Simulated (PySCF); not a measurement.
# One molecule, several mistakes: AlBH4

Calculated results; nothing here was measured. They come from PySCF 2.14.0, an open-source quantum chemistry program, on an isolated molecule that a program drew, which may never have been made. The molecule is AlBH4 (charge 0, singlet), drawn as the SMILES string `[BH2][AlH2]`.

Each row is a Hartree-Fock (HF) and frozen-core CCSD(T) single point in the cc-pV(D+d)Z basis, meant for a local HF minimum. Run 1 is clean. Each other run has one planted mistake out of seven kinds, and not every kind appears here: one electron removed, one electron added, multiplicity raised by two, geometry at a saddle point, minimal basis STO-3G, one bond length entered in bohr, all coordinates scaled. The reference is restricted for singlets and unrestricted otherwise, and also for a bond in bohr. Adding or removing an electron swaps singlet and doublet. Electrons count all cores. HOMO and LUMO are orbital energies over both spins, the gradient is its largest component, and the lowest frequency (negative if imaginary) is given only where the gradient is small. Bond lengths are over the 5 bonds as drawn. T1 is the CCSD diagnostic: over 0.02 (restricted) or 0.045 (unrestricted) a single reference is doubtful.

Geometry of the clean run:
```xyz
6
AlBH4, angstrom
B     0.1652    1.6823    1.6614
Al    0.1286    2.4493   -0.3451
H    -0.7665    1.0948    2.1502
H     1.1190    1.8054    2.3875
H     0.6164    1.5641   -1.5695
H    -0.3870    3.9194   -0.6508
```

```
run  electrons  basis functions  <S^2>  HOMO (eV)  LUMO (eV)  gradient (hartree/bohr)  lowest frequency (cm^-1)  mean bond (Å)  longest bond (Å)      T1  HF (hartree)  CCSD(T) (hartree)                     mistake
  1         22               57  0.000     -10.19       1.16                  5.8e-06                       223         1.5467             2.148  0.0105    -268.87177         -269.06514                    no fault
  2         22               57  0.000     -10.02       1.01                  2.3e-02                         -         1.6365             2.273  0.0110    -268.86087         -269.05596      all coordinates scaled
  3         22               57  2.013      -7.65      -0.77                  4.5e-02                         -         1.5467             2.148  0.0173    -268.78167         -268.96427  multiplicity raised by two
  4         22               57  0.847      -7.90       0.72                  7.7e-03                         -         1.8293             3.000  0.0678    -268.77631         -268.95998                           ?
```

**Which mistake was planted in run 4, and what did it cost?**

The mean bond changes by a factor of 1.183 and the longest by 1.397, so the molecule wasn't scaled as a whole. A length L in bohr read as angstrom grows by (1/0.5292 - 1) L = 0.890 L. The 5 bonds together grew by 5 x 0.2826 = 1.413 Å, which gives L = 1.588 Å. That is the length of one of the Al-H bonds, 1.588 Å in the clean geometry. So the mistake is: one bond length entered in bohr. Subtracting run 1 and multiplying by 627.51 kcal/mol a hartree, the energy moved by 59.9 kcal/mol in HF and 66.0 kcal/mol in CCSD(T).

Cautions from the logs. Run 4: T1 is over the limit, so its CCSD(T) energy is less reliable.
